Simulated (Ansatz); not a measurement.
Species: CH2N2, SMILES `N#CN` (charge 0, multiplicity 1).

Q: Give a relaxed geometry from Ansatz (a quantum-chemistry and plane-wave program) with PBE-D3(BJ)/def2-TZVP.

A: the end point of this relaxation (outside a Z-matrix the atoms follow the SMILES, hydrogens last).
Bond lengths (Å): N1–C2 1.169, C2–N3 1.344, N3–H4 1.018, N3–H5 1.018. Bond angles (°): N1–C2–N3 176.9, C2–N3–H4 115.0, C2–N3–H5 115.0, H4–N3–H5 112.9.
